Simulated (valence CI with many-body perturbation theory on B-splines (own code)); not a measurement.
Energy levels of Nb8+

Calculated by valence CI with perturbative core correlation (CI+MBPT): five valence electrons over a frozen Dirac-Fock core [Ar] 3d10, a basis of 11 s, 11 p, 10 d, 8 f, 5 g, 2 h functions for each j, with the one-electron correlation potential Σ1 (screened to all orders), the two-electron term Σ2, the three-electron term Σ3, Breit, model QED; selected single and double excitations, second order for the rest (own B-spline code, finite nucleus).

No measured spectrum was set against this ion. As an estimate, levels hold to about 250 cm⁻¹ or 0.2 % of their energy and the worst to 1 %, as in measured heavy ions of charge 2 to 7; those with d or f electrons hold less well. Among the levels kept, up to 2900 cm⁻¹ of a level comes from second order outside the variational space, and about a tenth of that is noise between levels of different J, which matters for small intervals.

Levels 46 to 90 of 175, with energies above the lowest level, 4s2 4p3 4S°_3/2. "Leading %" is the weight of the configuration and term that name the level; weights of strongly mixed levels are sums over their largest components and can fall short. In the jj column 3d3/2^4 stands for four electrons in 3d with j = 3/2. Lifetimes count E1, E2, E3, M1 and M2 decay at the calculated energies, and are blank where another channel may lead or the interval is too uncertain; long ones can be off by a factor of two.

```
No.  Configuration  Term     J  E (cm⁻¹)  Leading %      g  Lifetime                     Leading jj
 46      4s 4p3 4d   6D°   7/2    491560         94  1.577   11.3 ns  4s 4p1/2 4p3/2^2 4d5/2 (26 %)
 47      4s 4p3 4d   6D°   9/2    492840         95  1.548   26.1 ns  4s 4p1/2 4p3/2^2 4d5/2 (51 %)
 48            4p5   2P°   1/2    495150         65  0.670    125 ps           4p1/2 4p3/2^4 (65 %)
 49      4s 4p3 4d   4D°   5/2    524100         74  1.318    774 ps  4s 4p1/2^2 4p3/2 4d5/2 (33 %)
 50      4s 4p3 4d   4D°   3/2    525050         65  0.992    720 ps  4s 4p1/2^2 4p3/2 4d5/2 (29 %)
 51      4s 4p3 4d   4D°   7/2    526880         85  1.415   1.31 ns  4s 4p1/2 4p3/2^2 4d5/2 (63 %)
 52      4s 4p3 4d   4D°   1/2    529050         93  0.019    828 ps  4s 4p1/2 4p3/2^2 4d5/2 (47 %)
 53      4s 4p3 4d   4F°   3/2    532920         66  0.627    623 ps  4s 4p1/2 4p3/2^2 4d3/2 (56 %)
 54      4s 4p3 4d   4F°   5/2    535290         73  1.073    612 ps  4s 4p1/2 4p3/2^2 4d3/2 (64 %)
 55      4s 4p3 4d   4F°   7/2    538390         77  1.236    654 ps  4s 4p1/2 4p3/2^2 4d3/2 (51 %)
 56      4s 4p3 4d   4F°   9/2    542960         80  1.316    822 ps  4s 4p1/2 4p3/2^2 4d5/2 (62 %)
 57      4s 4p3 4d   4G°   5/2    547960         80  0.619    537 ps  4s 4p1/2^2 4p3/2 4d3/2 (34 %)
 58      4s 4p3 4d   4G°   7/2    549490         74  1.030    521 ps  4s 4p1/2 4p3/2^2 4d3/2 (30 %)
 59      4s 4p3 4d   4G°   9/2    551830         71  1.208    642 ps  4s 4p1/2 4p3/2^2 4d5/2 (53 %)
 60     4s2 4p2 5s    4P   1/2    553760         76  2.354   28.1 ps         4s^2 4p1/2^2 5s (83 %)
 61      4s 4p3 4d   2S°   1/2    554210         76  2.074    362 ps  4s 4p1/2 4p3/2^2 4d5/2 (35 %)
 62      4s 4p3 4d   4G°  11/2    555280         91  1.273    693 ps  4s 4p1/2 4p3/2^2 4d5/2 (91 %)
 63     4s2 4p2 5s    4P   3/2    566500         91  1.708   35.8 ps     4s^2 4p1/2 4p3/2 5s (95 %)
 64      4s 4p3 4d   2G°   9/2    567530         67  1.155    683 ps  4s 4p1/2 4p3/2^2 4d3/2 (54 %)
 65      4s 4p3 4d   2G°   7/2    567730         75  0.928    598 ps  4s 4p1/2^2 4p3/2 4d5/2 (31 %)
 66      4s 4p3 4d   4D°   1/2    568710         90  0.029    101 ps  4s 4p1/2^2 4p3/2 4d3/2 (37 %)
 67     4s2 4p2 5s    2P   1/2    572320         80  0.994   12.3 ps     4s^2 4p1/2 4p3/2 5s (91 %)
 68      4s 4p3 4d   4D°   3/2    572320         73  1.195   87.7 ps  4s 4p1/2^2 4p3/2 4d3/2 (38 %)
 69     4s2 4p2 5s    4P   5/2    574830         74  1.509   34.4 ps     4s^2 4p1/2 4p3/2 5s (77 %)
 70      4s 4p3 4d   4D°   5/2    575040         34  1.274   77.0 ps  4s 4p1/2^2 4p3/2 4d3/2 (34 %)
 71      4s 4p3 4d   4P°   3/2    576810         66  1.663   77.0 ps  4s 4p1/2^2 4p3/2 4d5/2 (37 %)
 72      4s 4p3 4d   4P°   1/2    577360         78  2.564    178 ps  4s 4p1/2 4p3/2^2 4d5/2 (35 %)
 73     4s2 4p2 5s    2P   3/2    580500         60  1.150   13.4 ps     4s^2 4p1/2 4p3/2 5s (88 %)
 74      4s 4p3 4d   4F°   3/2    580580         76  0.494    203 ps  4s 4p1/2 4p3/2^2 4d3/2 (69 %)
 75      4s 4p3 4d   4F°   7/2    580690         67  1.197    161 ps  4s 4p1/2 4p3/2^2 4d5/2 (34 %)
 76      4s 4p3 4d   4F°   5/2    581050         61  1.127   74.7 ps  4s 4p1/2 4p3/2^2 4d3/2 (27 %)
 77      4s 4p3 4d   2D°   5/2    583960         39  1.230   93.7 ps  4s 4p1/2 4p3/2^2 4d5/2 (54 %)
 78      4s 4p3 4d   4F°   9/2    583970         55  1.263    420 ps        4s 4p3/2^3 4d5/2 (43 %)
 79      4s 4p3 4d   4P°   5/2    585770         62  1.486   23.2 ps  4s 4p1/2 4p3/2^2 4d5/2 (49 %)
 80      4s 4p3 4d   4D°   7/2    587330         78  1.376   50.6 ps  4s 4p1/2 4p3/2^2 4d5/2 (48 %)
 81      4s 4p3 4d   2D°   3/2    588200         62  0.862   87.0 ps  4s 4p1/2 4p3/2^2 4d5/2 (27 %)
 82      4s 4p3 4d   4P°   3/2    593910         56  1.777   12.2 ps  4s 4p1/2 4p3/2^2 4d3/2 (76 %)
 83      4s 4p3 4d   4P°   5/2    594990         74  1.482   18.3 ps  4s 4p1/2 4p3/2^2 4d5/2 (45 %)
 84      4s 4p3 4d   2F°   7/2    596340         55  1.188   73.4 ps  4s 4p1/2 4p3/2^2 4d5/2 (46 %)
 85      4s 4p3 4d   2F°   5/2    599110         43  1.008   75.8 ps  4s 4p1/2 4p3/2^2 4d3/2 (37 %)
 86      4s 4p3 4d   4S°   3/2    599120         39  1.802   11.8 ps  4s 4p1/2 4p3/2^2 4d5/2 (52 %)
 87     4s2 4p2 5s    2D   5/2    599810         74  1.291   24.1 ps         4s^2 4p3/2^2 5s (77 %)
 88      4s 4p3 4d   4P°   1/2    600920         62  1.900   10.4 ps  4s 4p1/2 4p3/2^2 4d5/2 (26 %)
 89     4s2 4p2 5s    2D   3/2    601990         61  1.009   16.3 ps         4s^2 4p3/2^2 5s (86 %)
 90      4s 4p3 4d   4D°   7/2    603260         52  1.255   12.0 ps  4s 4p1/2 4p3/2^2 4d3/2 (43 %)
```

Names give the largest LS component (configuration and term), which can be under half, so a name can repeat, a term be missing and a line seem to break the LS rules; names also repeat where a configuration has a term twice.

Where two levels of one J and parity lie close, their mixing, g and order are uncertain.
